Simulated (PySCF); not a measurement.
3-ethynylthiophene (C6H4S), SMILES C#Cc1ccsc1.

Coordinates come from a B3LYP-D3(BJ)/def2-SVP optimisation.

Vertical ionisation energy (IE) and electron affinity (EA) in eV. Rows of orbital energies are one-electron estimates. Where ΔSCF, EOM or ADC give a negative EA the extra electron is unbound and the value depends on the basis.

| level | IE | EA |
|---|---|---|
| −ε(HOMO), −ε(LUMO), B3LYP/def2-TZVP (PySCF) | 6.50 | 1.18 |
| −ε(HOMO), −ε(LUMO), PBE/def2-TZVP (PySCF) | 5.73 | 1.83 |
